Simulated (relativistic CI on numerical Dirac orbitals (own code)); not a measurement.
**W4+: 4d photoemission**

Computed with this model: Dirac-Coulomb-Breit CI, orbitals from a KLI potential per configuration, model QED, valence Slater integrals scaled by 0.7, multiplet model of photoemission in the sudden approximation; configurations [Xe] 4f14 5d2 → [Kr] 4d9 4f14 5s2 5p6 5d2; 300 K; Lorentzian 4.9 eV and Gaussian 0.6 eV FWHM. Energies are those of the free ion, without screening or charge transfer. The energies are binding energies and can lie tens of eV above those of solids. S is read from ⟨S²⟩ = S(S + 1).

Computed curve for free ion, scaled to 100 at the maximum (points under 2 are left out and the grid is thinned):

```json
{"Energy (eV)": "283.0", "Intensity": "2.1"}
{"Energy (eV)": "283.8", "Intensity": "2.3"}
{"Energy (eV)": "284.6", "Intensity": "2.5"}
{"Energy (eV)": "285.4", "Intensity": "2.7"}
{"Energy (eV)": "286.2", "Intensity": "3.0"}
{"Energy (eV)": "287.0", "Intensity": "3.3"}
{"Energy (eV)": "287.8", "Intensity": "3.7"}
{"Energy (eV)": "288.6", "Intensity": "4.1"}
{"Energy (eV)": "289.4", "Intensity": "4.6"}
{"Energy (eV)": "290.2", "Intensity": "5.2"}
{"Energy (eV)": "291.4", "Intensity": "6.3"}
{"Energy (eV)": "292.2", "Intensity": "7.3"}
{"Energy (eV)": "293.0", "Intensity": "8.6"}
{"Energy (eV)": "293.8", "Intensity": "10.2"}
{"Energy (eV)": "294.6", "Intensity": "12.3"}
{"Energy (eV)": "295.4", "Intensity": "15.1"}
{"Energy (eV)": "296.2", "Intensity": "18.9"}
{"Energy (eV)": "297.0", "Intensity": "24.4"}
{"Energy (eV)": "297.8", "Intensity": "32.2"}
{"Energy (eV)": "298.6", "Intensity": "43.7"}
{"Energy (eV)": "299.4", "Intensity": "59.8"}
{"Energy (eV)": "300.2", "Intensity": "79.7"}
{"Energy (eV)": "301.0", "Intensity": "96.5"}
{"Energy (eV)": "301.8", "Intensity": "98.9"}
{"Energy (eV)": "302.6", "Intensity": "85.5"}
{"Energy (eV)": "303.4", "Intensity": "66.6"}
{"Energy (eV)": "304.2", "Intensity": "50.4"}
{"Energy (eV)": "305.0", "Intensity": "38.8"}
{"Energy (eV)": "305.8", "Intensity": "31.0"}
{"Energy (eV)": "306.6", "Intensity": "26.0"}
{"Energy (eV)": "307.8", "Intensity": "22.2"}
{"Energy (eV)": "308.6", "Intensity": "21.6"}
{"Energy (eV)": "309.4", "Intensity": "22.7"}
{"Energy (eV)": "310.2", "Intensity": "25.5"}
{"Energy (eV)": "311.0", "Intensity": "30.7"}
{"Energy (eV)": "311.8", "Intensity": "38.8"}
{"Energy (eV)": "312.6", "Intensity": "49.7"}
{"Energy (eV)": "313.4", "Intensity": "60.1"}
{"Energy (eV)": "314.2", "Intensity": "63.8"}
{"Energy (eV)": "315.0", "Intensity": "58.6"}
{"Energy (eV)": "315.8", "Intensity": "49.0"}
{"Energy (eV)": "316.6", "Intensity": "39.3"}
{"Energy (eV)": "317.4", "Intensity": "30.7"}
{"Energy (eV)": "318.2", "Intensity": "23.5"}
{"Energy (eV)": "319.0", "Intensity": "18.1"}
{"Energy (eV)": "319.8", "Intensity": "14.1"}
{"Energy (eV)": "320.6", "Intensity": "11.3"}
{"Energy (eV)": "321.4", "Intensity": "9.2"}
{"Energy (eV)": "322.2", "Intensity": "7.7"}
{"Energy (eV)": "323.0", "Intensity": "6.5"}
{"Energy (eV)": "324.2", "Intensity": "5.2"}
{"Energy (eV)": "325.0", "Intensity": "4.6"}
{"Energy (eV)": "325.8", "Intensity": "4.0"}
{"Energy (eV)": "326.6", "Intensity": "3.6"}
{"Energy (eV)": "327.4", "Intensity": "3.2"}
{"Energy (eV)": "328.2", "Intensity": "2.9"}
{"Energy (eV)": "329.0", "Intensity": "2.6"}
{"Energy (eV)": "329.8", "Intensity": "2.4"}
{"Energy (eV)": "330.6", "Intensity": "2.2"}
{"Energy (eV)": "331.4", "Intensity": "2.0"}
```

The ground state has S = 0.94, and the centroid lies at 306.65 eV.
